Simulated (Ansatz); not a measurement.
Single points on [WO3(OH)]- (WO4H⁻).

```yaml
crystal:
  periodic: [false, false, false]
  atoms:
    - {symbol: W, position_ang: [0.182892, 0.314097, 0.279966]}
    - {symbol: O, position_ang: [0.148149, 0.291504, 2.039745]}
    - {symbol: O, position_ang: [1.847470, 0.322012, -0.296620]}
    - {symbol: O, position_ang: [-0.632664, 1.751904, -0.329060]}
    - {symbol: O, position_ang: [-0.735606, -1.290749, -0.369420]}
    - {symbol: H, position_ang: [-0.810242, -1.388768, -1.324611]}
basis:
  gaussian: {orbitals: def2-TZVPD, initial_orbitals: start.molden}
total_charge: -1
hamiltonian: {xc: {name: PBE-QIDH}}
scf: {omitted_lower_state_checks: [starts]}
```

The file start.molden holds the orbitals of an earlier run on this structure, at another level or in another basis.

```sh
$ ansatz run in.yaml --threads 4 --pin off --events-out ev --progress --plain --max-ram 3916MiB
```

Output, abridged:

```
Functional definition: PBE-QIDH
1440 factors; integrals over basis functions are off by at most 1.2e-3 eV
mean field evaluation 1: about -10012.2172 eV, gradient 1.8e1 eV
mean field evaluation 2: about -10012.6812 eV, gradient 6.4e-1 eV
mean field evaluation 4: about -10013.2350 eV, gradient 1.4e-2 eV
mean field evaluation 8: about -10013.2352 eV, gradient 1.5e-6 eV
mean field -10013.23520256 eV, -367.9796064796 hartree, gradient 1.6e-6 eV, S^2 0.000000; 0 other end points of the search recorded, 0 dependent functions left out
4 core orbitals not correlated: weight in the atoms' cores, before any rotation towards them, 1.000 or more for the frozen orbitals, at most 0.000 for the correlated occupied ones
reference -10013.23522116 eV, -367.9796071631 hartree; 20, 20 occupied and 188, 188 virtual orbitals, 1440 factors
second order -44.95801973 eV of doubles, -0.00000000 eV of singles
Total energy: -10028.22122774 eV, -368.5303327469 hartree
Checks for a lower state left out: starts
```

It took 5.5 s on 4 threads of Arm Neoverse V1 on a shared host.

The first input with `hamiltonian: {xc: {name: B2PLYP}}`, `output: {forces: true}` (abridged; 13 s):

```
Functional definition: B2PLYP
mean field -10020.18905837 eV, -368.2351559669 hartree, gradient 4.1e-6 eV, S^2 0.000000
4 core orbitals not correlated: weight in the atoms' cores, before any rotation towards them, 1.000 or more for the frozen orbitals, at most 0.000 for the correlated occupied ones
second order -49.10766277 eV of doubles, -0.00000000 eV of singles
Total energy: -10033.44830216 eV, -368.7224241887 hartree
Atom 0 force    -0.056040    -0.101284    -0.095460 eV/Å
Atom 1 force    -0.032126    -0.045645     0.428473 eV/Å
Atom 2 force     0.394569    -0.018157    -0.145091 eV/Å
Atom 3 force    -0.210959     0.331221    -0.152433 eV/Å
Atom 4 force    -0.106671    -0.182543    -0.100004 eV/Å
Atom 5 force     0.011228     0.016409     0.064514 eV/Å
Dipole moment:    -0.251909    -0.429686    -0.433435 e Å
Checks for a lower state left out: starts
```

First input, but with `hamiltonian: {xc: {name: wB97X-V}}`, `output: {orbitals: {seedname: orbitals}}` (abridged; 7.5 s):

```
Functional definition: wB97X-V
mean field -10037.57823764 eV, -368.8741965182 hartree, gradient 2.2e-5 eV, S^2 0.000000
Total energy: -10037.57823487 eV, -368.8741964167 hartree
Checks for a lower state left out: starts
```

As the first input, with `hamiltonian: {xc: pbe}`, `correlation: {method: rpa}` (abridged; 4.9 s):

```
Functional definition: PBE
mean field -10035.17673489 eV, -368.7859429200 hartree, gradient 3.7e-6 eV, S^2 0.000000
4 core orbitals not correlated: weight in the atoms' cores, before any rotation towards them, 1.000 or more for the frozen orbitals, at most 0.000 for the correlated occupied ones
Total energy: -10032.51937874 eV, -368.6882868828 hartree
Checks for a lower state left out: starts
```

First input, but with `gaussian: {orbitals: def2-SVPD, initial_orbitals: start.molden}`, `hamiltonian: {xc: pbe, dispersion: d4}`, `output: {orbitals: {seedname: orbitals}}` (abridged; 1.2 s):

```
Functional definition: PBE
mean field -10025.40074560 eV, -368.4266819400 hartree, gradient 5.8e-5 eV, S^2 0.000000
Total energy: -10025.55975911 eV, -368.4325255789 hartree
Checks for a lower state left out: starts
```

As the first input, with `gaussian: {orbitals: def2-SVPD, initial_orbitals: start.molden}`, `hamiltonian: {xc: pbe0, dispersion: d4}`, `output: {orbitals: {seedname: orbitals}}` (abridged; 1.4 s):

```
Functional definition: PBE0
mean field -10022.62949974 eV, -368.3248405333 hartree, gradient 3.9e-5 eV, S^2 0.000000
Total energy: -10022.76392197 eV, -368.3297804588 hartree
Checks for a lower state left out: starts
```

The first input with `gaussian: {orbitals: def2-SVPD, initial_orbitals: start.molden}`, `correlation: {method: ccsd_t}`, `output: {orbitals: {seedname: orbitals}}` and without the key `hamiltonian` (abridged; 27 s):

```
Functional definition: HF
mean field -9969.76449696 eV, -366.3820875142 hartree, gradient 1.1e-6 eV, S^2 0.000000
4 core orbitals not correlated: weight in the atoms' cores, before any rotation towards them, 1.000 or more for the frozen orbitals, at most 0.000 for the correlated occupied ones
second order -33.38822529 eV of doubles, -0.00000000 eV of singles
cycle   1  -29.16207167 eV  change     4.2e0 eV  update   3.1e-1
cycle   2  -31.06823826 eV  change    -1.9e0 eV  update   2.0e-1
cycle   3  -31.39992710 eV  change   -3.3e-1 eV  update   4.0e-2
cycle   4  -31.40383727 eV  change   -3.9e-3 eV  update   1.6e-2
cycle   5  -31.38779158 eV  change    1.6e-2 eV  update   3.4e-3
cycle   6  -31.39031646 eV  change   -2.5e-3 eV  update   1.5e-3
cycle   7  -31.39068289 eV  change   -3.7e-4 eV  update   6.1e-4
cycle   8  -31.38975551 eV  change    9.3e-4 eV  update   2.6e-4
cycle   9  -31.38989293 eV  change   -1.4e-4 eV  update   9.3e-5
cycle  10  -31.39001636 eV  change   -1.2e-4 eV  update   4.5e-5
cycle  11  -31.38996069 eV  change    5.6e-5 eV  update   2.3e-5
cycle  12  -31.38992707 eV  change    3.4e-5 eV  update   1.1e-5
perturbative correction -1.69206287 eV, -0.0621821634 hartree
Total energy: -10002.84648690 eV, -367.5978282208 hartree
Checks for a lower state left out: starts
```

Geometry: r2SCAN-D4/def2-SVPD.

In the def2 sets W takes a core potential; there is no spin–orbit coupling. Correlated methods freeze 4 core orbitals; core or outer-core shells of W are correlated, in sets that lack core-valence functions.
